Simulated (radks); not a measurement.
Valence configurations of S II (all share [Ne]). Method: Dirac Kohn-Sham, PBEsol, spin-unpolarised, spherical densities, finite nucleus; open shells are shared between the two j in proportion to 2j + 1; Fermi nuclear charge, rms radius 3.2611 fm; computed with a radial shooting solver on a logarithmic mesh with Libxc functionals. Order these by energy: 3s2 3p3; 3s1 3p4; 3s0.5 3p4.5; 3p5; 3s1.5 3p3.5.

Answer. From the lowest, in eV above it: 3s2 3p3 0.000; 3s1.5 3p3.5 5.412; 3s1 3p4 10.846; 3s0.5 3p4.5 16.302; 3p5 21.778. NIST lists [Ne] 3s2 3p3 as the ground configuration; this level of theory agrees among the configurations tried. The energies are those of spherical spin-averaged densities, not of single terms.
